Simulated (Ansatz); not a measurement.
Input file for Ansatz (an electronic-structure program): R-B2PLYP/def2-TZVPP on CH5AlFN (SMILES C[NH][AlH][F]).

Ansatz 0.2 input:
```yaml
crystal:
  periodic: [false, false, false]
  atoms:
    - {symbol: C, position_ang: [-1.24356505, 0.10160790, 0.35605060]}
    - {symbol: N, position_ang: [-0.10739948, -0.00349986, -0.55061414]}
    - {symbol: Al, position_ang: [1.59746338, -0.12341016, -0.12546666]}
    - {symbol: F, position_ang: [2.69645470, -0.23260759, -1.36141457]}
    - {symbol: H, position_ang: [-1.93920585, -0.73639218, 0.24439388]}
    - {symbol: H, position_ang: [-0.89493239, 0.09756059, 1.39064282]}
    - {symbol: H, position_ang: [-1.80618080, 1.02882066, 0.20646943]}
    - {symbol: H, position_ang: [-0.39175874, -0.00270975, -1.51963856]}
    - {symbol: H, position_ang: [2.08912422, -0.12936963, 1.35957719]}
basis:
  gaussian:
    orbitals: def2-TZVPP
hamiltonian:
  xc: {name: B2PLYP}
magnetization: {spin_polarized: false}
correlation: {electrons: outside_noble_gas}
scf: {lower_state_search: off}
```

Output:

```
WARN ansatz: RAYON_NUM_THREADS=1 ignored (pool sized by the plan → 1); use --threads N
Functional definition: B2PLYP
these checks for a lower state are left out or cut short: stability, starts, cluster_reference, orbital_swaps, neighbouring_geometries, increment
integrals: 0.34 GiB planned
1221 factors; integrals over basis functions are off by at most 1.4e-3 eV
mean field: 0.86 GiB planned
mean field evaluation 1: about -11907.6346 eV, gradient 6.1e1 eV
mean field evaluation 2: about -11907.7006 eV, gradient 6.1e1 eV
mean field evaluation 4: about -11914.4975 eV, gradient 4.9e0 eV
mean field evaluation 8: about -11914.5607 eV, gradient 4.4e-1 eV
mean field evaluation 16: about -11914.5611 eV, gradient 3.5e-5 eV
mean field -11914.56110562 eV, -437.8520446519 hartree, gradient 8.6e-6 eV, S^2 0.000000; 0 other end points of the search recorded, 0 dependent functions left out
8 core orbitals not correlated
reference -11914.56127555 eV, -437.8520508968 hartree; 12, 12 occupied and 185, 185 virtual orbitals, 1221 factors
second order -23.50911469 eV of doubles, -0.00000000 eV of singles
Total energy: -11920.90873652 eV, -438.0853157849 hartree
Checks for a lower state left out: stability, starts, cluster_reference, orbital_swaps, neighbouring_geometries, increment
```

Self-consistency was reached.

Cost: around 4 core-seconds (rough).
